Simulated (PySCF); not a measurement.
# PbH at PBE0

Computed with PBE0; PySCF, scalar-relativistic core potentials, basis sets H def2-SVP, Pb def2-SVP with ECP60.

```json
{
 "state": "⁴Σ⁻ (quartet), unpaired electrons σ ↑, π ↑↑, a second solution, started from another occupation",
 "bond length": "3.813 bohr",
 "harmonic wavenumber": "660 cm⁻¹",
 "force constant": "0.257 mdyn/Å",
 "rotational constant Be": "4.127 cm⁻¹",
 "anharmonicity ωexe": "90.8 cm⁻¹",
 "vibration–rotation constant αe": "0.605 cm⁻¹",
 "energy of the minimum from ground-state H + Pb": "-0.225 eV",
 "bond order (Mayer)": "0.43",
 "dipole moment (positive dipole means H(−)Pb(+))": "-0.59 D"
}
```

These are scalar-relativistic numbers at best; spin–orbit coupling would shift them, the dissociation energy most. Counting both spins, an empty level lies below a filled one in this solution, because spin and occupation are held.
